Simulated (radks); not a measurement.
Charge is removed step by step from the 4s down level of the silver ion Ag3+, starting from [Ar] 3d10 4s(up 1, down 1) 4p6 4d8. Calculated with a radial shooting solver on a logarithmic mesh with Libxc functionals: scalar-relativistic Kohn-Sham, PBE, spin-polarised, spherical densities, finite nucleus; open shells are filled with parallel spins first (spin-orbit coupling, left out, can overturn this in heavy ions); Fermi nuclear charge, rms radius 4.5454 fm.

| removed (e) | E - E(0) (eV) | eigenvalue (eV) | E minus straight line (eV) |
|---|---|---|---|
| 0 | 0.000 | -132.83 | 0.000 |
| 0.1 | 13.369 | -134.64 | -0.834 |
| 0.2 | 26.920 | -136.47 | -1.487 |
| 0.3 | 40.655 | -138.31 | -1.955 |
| 0.4 | 54.575 | -140.17 | -2.240 |
| 0.5 | 68.680 | -142.03 | -2.338 |
| 0.6 | 82.972 | -143.91 | -2.249 |
| 0.7 | 97.453 | -145.80 | -1.972 |
| 0.8 | 112.12 | -147.70 | -1.505 |
| 0.9 | 126.98 | -149.61 | -0.848 |
| 1 | 142.04 | -151.53 | 0.000 |

Removing the whole electron costs 142.04 eV by Delta-SCF, against 132.83 eV from minus the eigenvalue at the starting occupation. Slater's transition state (half an electron removed) gives 142.03 eV. Integrating minus the eigenvalue over the occupation (Janak's theorem) gives 142.08 eV. In this scalar-relativistic scheme the density is built from large components alone, so the theorem holds only approximately. The mean slope of the eigenvalue, de/dn, is 18.7 eV per electron.
